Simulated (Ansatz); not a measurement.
FH3MgOSi, SMILES `[F][Mg][O][SiH3]`, relaxed with RKS PBE0-D4/def2-TZVP in Ansatz 0.2.0 from a PBE-D4/def2-SVP geometry. The force threshold is 0.005 eV/Å; the program also tests the step.

Total charge 0; spin multiplicity 1.

Start:

```xyz
7

F    -1.770    3.186    1.608
Mg   -0.984    1.769    0.893
O    -0.183    0.329    0.166
Si    0.553   -0.994   -0.502
H     2.053   -0.826   -0.531
H     0.245   -2.245    0.287
H     0.087   -1.219   -1.921
```

| step | energy (eV) | largest force (eV/Å) | largest move (Å) |
| --- | --- | --- | --- |
| 1 | -18130.2518 | 0.852 | 0.000 |
| 2 | -18130.2883 | 0.624 | 0.032 |
| 3 | -18130.2998 | 0.040 | 0.028 |
| 4 | -18130.2999 | 0.009 | 0.002 |
| 5 | -18130.2999 | 0.001 | 0.000 |

End:

```xyz
7

F    -1.744    3.139    1.584
Mg   -0.968    1.741    0.878
O    -0.176    0.315    0.159
Si    0.542   -0.976   -0.492
H     2.025   -0.810   -0.522
H     0.239   -2.211    0.287
H     0.082   -1.198   -1.894
```

It took 17 s on 2 threads of a server CPU on a shared host, with 0.31 GiB of host memory at the peak.
